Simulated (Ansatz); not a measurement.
System: CH3F3Ge, net charge 0, singlet state. 
Coordinates optimised at B3LYP-D3(BJ)/def2-TZVP (Ansatz, an electronic-structure program):
```xyz
8

C     -1.9206    -0.0137     0.1074
Ge    -0.0001     0.0000     0.0000
F      0.7689    -0.1770     1.5335
F      0.6360    -1.2674    -0.9816
F      0.6342     1.4589    -0.6660
H     -2.2459    -0.9600     0.5348
H     -2.2471     0.8096     0.7397
H     -2.3333     0.1019    -0.8928
```
Charge 0, spin multiplicity 1.

Dipole moments at this geometry, in debye (magnitudes).

```
level                program  dipole (D)
-------------------  -------  ----------
PBE/def2-TZVPD        Ansatz        3.64
B3LYP/def2-TZVPD      Ansatz        3.77
r2SCAN0/def2-TZVPD    Ansatz           ?
HSE06/def2-TZVPD      Ansatz        3.75
wB97X-V/def2-TZVPD    Ansatz        3.74
CCSD(T)/aug-cc-pVDZ   Ansatz           ?
```

What belongs in the gaps?


- r2SCAN0/def2-TZVPD, dipole (D): 3.80
- CCSD(T)/aug-cc-pVDZ, dipole (D): 3.69
